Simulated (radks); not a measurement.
Results of a calculation; reference values are marked as such.
Eu2+, configuration [Xe] 4f7.

Code: a radial shooting solver on a logarithmic mesh with Libxc functionals. Model: scalar-relativistic Kohn-Sham, PBEsol, spin-polarised, spherical densities, point nucleus; open shells are filled with parallel spins first (spin-orbit coupling, left out, can overturn this in heavy ions).

Energy parts (eV):
part                      energy
total                 -294970.91
kinetic                316014.43
electron-nucleus      -718342.04
Hartree                113841.79
exchange-correlation    -6485.10

Orbitals (lengths in bohr, moments of r in powers of bohr; r(max) is where P^2 peaks; r(90%) holds 90 % of the orbital's charge):
\begin{tabular}{lrrrr}
orbital & occ. & eigenvalue (eV) & r(90%) & r(max) \\ \hline
1s up & 1 & -48363.37 & 0.0404 & 0.01420 \\
1s down & 1 & -48363.37 & 0.0404 & 0.01420 \\
2s up & 1 & -7952.385 & 0.147 & 0.08057 \\
2s down & 1 & -7952.331 & 0.147 & 0.08057 \\
2p up & 3 & -7087.272 & 0.137 & 0.06514 \\
2p down & 3 & -7087.235 & 0.137 & 0.06514 \\
3s up & 1 & -1760.188 & 0.366 & 0.2290 \\
3s down & 1 & -1757.850 & 0.366 & 0.2289 \\
3p up & 3 & -1491.000 & 0.371 & 0.2246 \\
3p down & 3 & -1488.676 & 0.371 & 0.2244 \\
3d up & 5 & -1130.791 & 0.353 & 0.1838 \\
3d down & 5 & -1128.997 & 0.352 & 0.1837 \\
4s up & 1 & -361.4599 & 0.814 & 0.5275 \\
4s down & 1 & -355.8984 & 0.814 & 0.5273 \\
4p up & 3 & -272.9466 & 0.873 & 0.5507 \\
4p down & 3 & -267.3991 & 0.873 & 0.5504 \\
4d up & 5 & -149.6925 & 0.985 & 0.5736 \\
4d down & 5 & -144.1720 & 0.987 & 0.5732 \\
4f up & 7 & -17.6502 & 1.63 & 0.5928 \\
4f down & 0 & -12.8858 & 1.85 & 0.5961 \\
5s up & 1 & -59.3420 & 1.98 & 1.229 \\
5s down & 1 & -56.1977 & 2.02 & 1.243 \\
5p up & 3 & -38.1030 & 2.35 & 1.396 \\
5p down & 3 & -35.7496 & 2.41 & 1.421 \\
\end{tabular}

The highest occupied level is 4f up at -17.650 eV. Summed over all electrons, <r^2> = 39.85 bohr^2, which gives a Langevin (diamagnetic) susceptibility term of -31.6 x 10^-6 cm^3/mol. The density falls to 0.001 e/bohr^3 at r = 3.47 bohr. Spin moment in Bohr magnetons: 7.
